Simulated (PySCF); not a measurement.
SnHFCl2, SMILES [F][SnH]([Cl])[Cl]. Heavy atoms are numbered as in [SnH:1]([F:2])([Cl:3])[Cl:4]. Hydrogens are named by the atom that carries them.

The structure is a stationary point at PBE0-D3(BJ)/def2-SVP. The def2 effective core potentials stand for the cores of Sn; spin–orbit coupling is left out.

Level of theory: HF/def2-TZVPD (PySCF).

Mulliken values depend strongly on the basis, most of all with diffuse functions as here. ESP charges are fitted to the potential on shells at 1.4 to 2.0 van der Waals radii. Atomic charges (e), one atom of each kind:

| atom | ESP fit | Mulliken |
|---|---|---|
| Sn1 (SnH) | ___ | 1.56 |
| F2 | ___ | -0.64 |
| Cl3 | ___ | -0.49 |
| H on Sn1 | ___ | 0.07 |

### Question
Complete the blanks. (Estimate from the structure and the level; the computed values follow.)

### Answer

- Sn1 (SnH), ESP fit: 0.64
- F2, ESP fit: -0.32
- Cl3, ESP fit: -0.17
- H on Sn1, ESP fit: 0.02
